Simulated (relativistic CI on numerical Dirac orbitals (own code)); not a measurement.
Computed by Dirac-Coulomb-Breit CI, KLI orbitals optimised for each configuration, model QED (radiative potential, 1s self-energy scaled to tabulated hydrogen-like ionisation energies), unscaled Slater integrals (own radial code, finite nucleus).

Configuration list: 1s2, 1s 2s, 1s 2p, 1s 3s, 1s 3p, 1s 3d, 1s 4s, 1s 4p, 1s 4d, 1s 4f, 1s 5s, 1s 5p, 1s 5d, 1s 5f, 1s 5g, 1s 6s, 1s 6p, 1s 6d, 2s2. Levels of other configurations are missing.

At this charge energies of transitions that change n are usually good to better than 1 %, and those within a shell (Δn = 0) to a few per cent.

Outline of the computed level scheme of La LVI. Lowest level of each configuration: 1s2 1S_0 at 0.0 eV; 1s 2s 3S_1 at 33754.3 eV; 1s 2p 3P°_1 at 33837.0 eV; 1s 3s 3S_1 at 40155.3 eV; 1s 3p 3P°_1 at 40177.8 eV; 1s 3d 3D_2 at 40333.0 eV; 1s 4s 3S_1 at 42365.2 eV; 1s 4p 3P°_1 at 42374.3 eV; 1s 4d 3D_2 at 42439.5 eV.

Some strong electric-dipole decays among the lowest 27 levels: 1s 2p 1P°_1 → 1s2 1S_0 (8.4e+15 s⁻¹); 1s 2p 3P°_1 → 1s2 1S_0 (3.9e+15 s⁻¹); 1s 3p 1P°_1 → 1s2 1S_0 (2.3e+15 s⁻¹); 1s 3p 3P°_1 → 1s2 1S_0 (1.0e+15 s⁻¹); 1s 4p 1P°_1 → 1s2 1S_0 (9.6e+14 s⁻¹); 1s 3d 3D_3 → 1s 2p 3P°_2 (6.3e+14 s⁻¹); 1s 3d 1D_2 → 1s 2p 1P°_1 (5.7e+14 s⁻¹); 1s 3d 3D_2 → 1s 2p 3P°_1 (5.6e+14 s⁻¹).

LS names give the leading component of a level, which can be under half, so a name can repeat, a term be missing and a line seem to break the LS rules.
